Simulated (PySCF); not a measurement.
F3H3O3Si2, SMILES O[Si]([Si](F)(F)F)(O)O. Heavy atoms are numbered as in [Si:1]([F:2])([F:3])([F:4])[Si:5]([OH:6])([OH:7])[OH:8]. Hydrogens are named by the atom that carries them.

Geometry: PBE0-D3(BJ)/def2-SVP. This is a generated structure with no PubChem entry under its InChIKey; it may be hypothetical. Other conformers were not sampled.

These are PBE0/pcSseg-1 (PySCF) values and carry that method's errors.

GIAO shieldings, no solvent; atoms alike by connectivity are averaged. δ = σ(ref) − σ: ²⁹Si against TMS (σ = 352.7 ppm); ¹⁹F against CFCl3 (σ = 167.2 ppm); ¹⁷O against H2O (σ = 334.2 ppm); ¹H against TMS (σ = 31.56 ppm), references at their B3LYP-D3(BJ)/def2-TZVP geometries, non-relativistic.

| atoms | nucleus | count | δ (ppm) |
|---|---|---|---|
| Si5 | ²⁹Si | 1 | [?] |
| Si1 | ²⁹Si | 1 | [?] |
| F2 | ¹⁹F | 3 | -136.0 |
| O6 (OH) | ¹⁷O | 3 | 69.7 |
| H on O6 | ¹H | 3 | 2.56 |

**Question.** Some entries are withheld; supply them. (An estimate is asked for; the answer gives what the named calculation found.)

**Answer.** 
- Si1, δ (ppm): -55.1
- Si5, δ (ppm): -50.7
